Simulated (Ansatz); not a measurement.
Reaction (redistribution): `[OH][Ge]([OH])([OH])[OH]` + `FB([SiH3])Br` → `[OH][Ge]([OH])([OH])[SiH3]` + `OB(F)Br`

Gas-phase electronic energies from Ansatz, PBE0-D4/def2-TZVP geometries. CCSD(T)/CBS is the MP2 limit (def2-TZVPP, def2-QZVPP) plus CCSD(T) − MP2 in def2-TZVPP, frozen cores. Functionals use def2-TZVPP. B3LYP here is the variant with VWN-RPA as its local correlation; programs differ in this. For Br, Ge outer-core shells are correlated without core-valence functions, which leaves a few kJ/mol of doubt a bond. Scalar relativity is left out up to krypton. Each species was taken in one conformer, which may not be the lowest.

```tsv
level	ΔE (kJ/mol)	difference from CCSD(T)/CBS
PBE-D4	-126.7	-9.0
r2SCAN-D4	-123.3	-5.6
B3LYP-D4	-127.1	-9.4
ωB97M-V	-124.4	-6.7
B2PLYP	-121.2	-3.5
PBE	-126.2	-8.5
r2SCAN	-123.0	-5.3
PBE0	-125.3	-7.6
B3LYP	-126.4	-8.7
HF/def2-TZVPP	-115.3	2.4
MP2/def2-TZVPP	-116.2	1.5
CCSD/def2-TZVPP	-114.7	3.0
CCSD(T)/def2-TZVPP	-114.1	3.6
HF/def2-QZVPP	-115.1	2.6
HF/CBS(def2)	-115.1	2.6
MP2/CBS(def2)	-119.9	-2.2
CCSD(T)/CBS	-117.7	0
```

Largest T1 diagnostic among the species: 0.013.
